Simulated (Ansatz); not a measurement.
`F[BH][GaH][F]` + H₂ → `[BH2][GaH][F]` + H–F at 600 K and 1 bar (hydrogenolysis of a B–F bond).

Isolated molecules relaxed with PBE0-D4/def2-TZVP in Ansatz; ΔE leaves out vibrations. CCSD(T)/CBS adds triple-zeta CCSD(T) − MP2 to the extrapolated MP2 energy (def2 sets, frozen cores). This one scheme is used for every species. For Ga outer-core shells are correlated without core-valence functions, which leaves a few kJ/mol of doubt a bond. Scalar relativity is left out up to krypton. Each species was taken in one conformer, which may not be the lowest.

```
        species  CCSD(T)/CBS energy (Eh)  H − E (kJ/mol)  S (J/(mol·K))
`F[BH][GaH][F]`              -2149.58538           108.0          394.8
             H₂                 -1.17544            43.9          150.8
`[BH2][GaH][F]`              -2050.32373           116.9          363.2
            H–F               -100.39570            42.3          194.0
```

H − E and S are ideal-gas, rigid-rotor, harmonic terms from PBE0-D4/def2-TZVP, for one conformer and one mirror image of each species. The MP2-based limit puts H₂ 0.8 mEh under its directly extrapolated value; such offsets cancel only in part. 1 Eh = 2625.50 kJ/mol, R = 8.31446 J/(mol·K).

**Question.** By hand: ΔE, ΔH, ΔS and ΔG.

**Answer.** ΔE = (-2050.32373) + (-100.39570) − (-2149.58538) − (-1.17544) = 0.04139 Eh = 108.7 kJ/mol. Δ(H − E) = 116.9 + 42.3 − 108.0 − 43.9 = 7.3, so ΔH = 116.0 kJ/mol. ΔS = 363.2 + 194.0 − 394.8 − 150.8 = 11.6 J/(mol·K). ΔG = 116.0 − 600 × (11.6)/1000 = 109.0 kJ/mol.

**Question.** By hand: the equilibrium constant, and the temperature at which ΔG would vanish if ΔH and ΔS stayed fixed.

**Answer.** log₁₀ K = −ΔG/(RT ln 10) = -9.5. ΔG = 0 at ΔH/ΔS = 10000 K, far beyond where these terms or the molecules hold.

The number of gas molecules stays the same, so ΔS is small and ΔH decides. A doubt of 5 kJ/mol in ΔE shifts log₁₀ K by 0.4 here. Other conformers and mirror images would add mixing entropy, several J/(mol·K) or more a flexible species. Modes under 60 cm⁻¹, often nearly free rotors, make the harmonic entropy too high. These are equilibria of isolated gas molecules and say nothing of rates. Largest T1 diagnostic: 0.015 (customary marks: 0.02 for closed shells, 0.045 for open ones).
